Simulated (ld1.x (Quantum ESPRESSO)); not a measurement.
# Scattering properties, TM potential for Ta (Z = 73)

Ta (Z = 73), norm-conserving Troullier–Martins (Kleinman–Bylander form), made with ld1.x (Quantum ESPRESSO) 7.5 (PW91, scalar-relativistic). Core [Kr] 4d10 4f14, reference 5s2 5p6 5d3 6s2 6p0. Waves: 5s (bound): rc 0.40 bohr; 5p (bound): rc 1.20 bohr; 5d (bound): rc 2.05 bohr. Local part: all-electron potential smoothed inside 0.45 bohr (lloc = -1). Core correction: none.

Occupied shells without a wave of their own: 6s. They enter only through the test configuration that unscreens the potential.

The phase is arctan(r·u′/u) with u = r·R(r), unwrapped; energies in Ry, scanned from -7 to 5 Ry. A pole is an energy at which the radial function vanishes at the test radius. The pseudo phase is shifted by a multiple of π to meet the all-electron one at the reference energy, and phase errors are pseudo minus all-electron; the curves can meet again beyond the range given. Levels narrower than the energy grid can be missing from the lists of poles.

**Question.** For each channel, where are the poles, and over which energies does the pseudopotential scatter like the atom?

**Answer.**

```tsv
channel	radius (bohr)	reference energy (Ry)	poles, all-electron	poles, pseudo	unbroken range about the reference energy with phases within 0.05 rad	phase error 1 Ry above the reference energy (rad)
s	2.26	-5.37	-5.25, 4.83	-2.93	not even at the reference energy	-0.051
p	2.26	-2.90	-2.54	-0.21	not even at the reference energy	-0.227
d	2.26	-0.27	1.10	3.35	not even at the reference energy	-0.667
```

A Bessel basis up to 400 Ry misses an occupied level by 3.28 Ry, so cutoffs and ghosts were not judged. The potential misses its own reference levels by up to 36.4 eV, so it is not fit for use. The 5s radius (0.40 bohr) lies inside the outermost node of the all-electron wave (0.54 bohr), which a nodeless pseudo-wave cannot match soundly.

Phases in the d channel:

```csv
E (Ry),all-electron,pseudo
-7.00,1.398,-1.724
-6.48,1.391,-1.729
-5.96,1.382,-1.734
-5.44,1.372,-1.740
-4.92,1.360,-1.747
-4.40,1.346,-1.755
-3.88,1.328,-1.764
-3.36,1.305,-1.775
-2.84,1.273,-1.788
-2.32,1.226,-1.803
-1.80,1.149,-1.823
-1.28,0.992,-1.848
-0.76,0.526,-1.882
-0.24,-0.735,-1.933
0.28,-1.320,-2.018
0.80,-1.509,-2.191
1.32,-1.606,-2.683
1.84,-1.673,-3.850
2.36,-1.733,-4.420
2.88,-1.797,-4.618
3.40,-1.878,-4.720
3.92,-2.001,-4.791
4.44,-2.229,-4.852
4.96,-2.745,-4.917
```
